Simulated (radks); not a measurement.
The numbers below are computed, except where a source is named.
Correlation energies from several functionals, in hartree. Species: Al3+ [Ne]; Ar3+ [Ne] 3s2 3p3. Level of theory: non-relativistic Kohn-Sham, exchange-only PBE, spin-polarised, spherical densities, point nucleus (a radial shooting solver on a logarithmic mesh with Libxc functionals). Every spin shell is full or empty, so the densities are truly spherical. Functionals are evaluated on that one density, not self-consistently.

functional,Al3+,Ar3+
PW92,-0.84846,-1.2295
VWN5,-0.85284,-1.2359
PZ,-0.84560,-1.2229
Wigner,-0.53204,-0.71108
Chachiyo,-0.83338,-1.2052
PBE,-0.38208,-0.56353
PBEsol,-0.45037,-0.66314
LYP,-0.42120,-0.62033
P86,-0.43090,-0.64510
PW91,-0.42299,-0.62535
OP (B88),-0.42388,-0.59315
revTPSS,-0.39465,-0.58330
SCAN,-0.37203,-0.56397
